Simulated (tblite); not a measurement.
Parent: `[CH2:1]=[CH:2][CH2:3][C@H:4]([F:5])[C:6](=[O:7])[Cl:8]` with C1–C2–C3–C4 -121°, C2–C3–C4–F5 -176°, C3–C4–C6–O7 -91°, C5H6ClFO.

Structures optimised with GFN2-xTB, isolated species. One conformer each, not checked by frequencies here.

```
coordinate of the parent    value
                   C1=C2  1.319 Å
                   C2–C3  1.497 Å
                   C3–C4  1.537 Å
                   C4–F5  1.371 Å
                   C4–C6  1.513 Å
                   C6=O7  1.186 Å
                  C6–Cl8  1.747 Å
                C1–C2–C3   124.1°
                C2–C3–C4   111.4°
                C3–C4–F5   109.5°
                C3–C4–C6   108.8°
                F5–C4–C6   111.3°
                C4–C6–O7   125.4°
               C4–C6–Cl8   112.9°
               O7–C6–Cl8   121.5°
```

How does the shared frame change in `[CH2:1]=[CH:2][CH2:3][C@H:4]([F:5])[C:6](=[O:7])[F:8]` with C1–C2–C3–C4 -121°, C2–C3–C4–F5 -176°, C3–C4–C6–O7 -87°, C5H6F2O? Atoms pair as C1 = C1, C2 = C2, C3 = C3, C4 = C4, F5 = F5, C6 = C6, O7 = O7 (parent first).

```tsv
parent	relative	value in the relative	change
C1=C2	C1=C2	1.319 Å	0.000
C2–C3	C2–C3	1.497 Å	0.000
C3–C4	C3–C4	1.539 Å	+0.002
C4–F5	C4–F5	1.372 Å	+0.001
C4–C6	C4–C6	1.511 Å	-0.002
C6=O7	C6=O7	1.179 Å	-0.007
C1–C2–C3	C1–C2–C3	124.1°	0.0
C2–C3–C4	C2–C3–C4	111.2°	-0.2
C3–C4–F5	C3–C4–F5	109.6°	+0.1
C3–C4–C6	C3–C4–C6	109.1°	+0.3
F5–C4–C6	F5–C4–C6	110.4°	-0.9
C4–C6–O7	C4–C6–O7	127.8°	+2.4
```

Of the parent's bonds, C6–O7 changes most (-0.007 Å). Bonds of the relative outside the shared frame: C6–F8 1.349 Å. Point group C1 → C1.

How does the shared frame change in `[O:1]=[C:2]([Cl:3])[C@@H:4]([F:5])[CH2:6][C:7]([F:8])([F:9])[F:10]` with O1–C2–C4–F5 -156°, C2–C4–C6–C7 156°, C4H3ClF4O? Atoms pair as C2 = C7, C3 = C6, C4 = C4, F5 = F5, C6 = C2, O7 = O1, Cl8 = Cl3 (parent first).

```csv
parent,relative,value in the relative,change
C2–C3,C7–C6,1.521 Å,+0.024
C3–C4,C6–C4,1.530 Å,-0.007
C4–F5,C4–F5,1.365 Å,-0.006
C4–C6,C4–C2,1.529 Å,+0.016
C6=O7,C2=O1,1.187 Å,+0.001
C6–Cl8,C2–Cl3,1.732 Å,-0.015
C2–C3–C4,C7–C6–C4,112.1°,+0.7
C3–C4–F5,C6–C4–F5,110.4°,+0.9
C3–C4–C6,C6–C4–C2,110.5°,+1.7
F5–C4–C6,F5–C4–C2,110.8°,-0.5
C4–C6–O7,C4–C2–O1,124.3°,-1.1
C4–C6–Cl8,C4–C2–Cl3,113.2°,+0.3
O7–C6–Cl8,O1–C2–Cl3,122.5°,+1.0
```

Of the parent's bonds, C2–C3 changes most (+0.024 Å). Bonds of the relative outside the shared frame: C7–F8 1.334, C7–F9 1.343, C7–F10 1.338 Å. Point group C1 → C1.

How does the shared frame change in `[O:1]=[C:2]([Cl:3])[C@@H:4]([F:5])[CH2:6][F:7]` with O1–C2–C4–F5 138°, C2–C4–C6–F7 65°, C3H3ClF2O? Atoms pair as C3 = C6, C4 = C4, F5 = F5, C6 = C2, O7 = O1, Cl8 = Cl3 (parent first).

| parent | relative | value in the relative | change |
| --- | --- | --- | --- |
| C3–C4 | C6–C4 | 1.537 Å | 0.000 |
| C4–F5 | C4–F5 | 1.368 Å | -0.003 |
| C4–C6 | C4–C2 | 1.524 Å | +0.011 |
| C6=O7 | C2=O1 | 1.183 Å | -0.003 |
| C6–Cl8 | C2–Cl3 | 1.746 Å | -0.001 |
| C3–C4–F5 | C6–C4–F5 | 107.8° | -1.7 |
| C3–C4–C6 | C6–C4–C2 | 110.7° | +1.9 |
| F5–C4–C6 | F5–C4–C2 | 110.7° | -0.6 |
| C4–C6–O7 | C4–C2–O1 | 125.8° | +0.4 |
| C4–C6–Cl8 | C4–C2–Cl3 | 112.1° | -0.8 |
| O7–C6–Cl8 | O1–C2–Cl3 | 122.1° | +0.6 |

Of the parent's bonds, C4–C6 changes most (+0.011 Å). Bonds of the relative outside the shared frame: C6–F7 1.361 Å. Point group C1 → C1.

All values are computed, not measured.
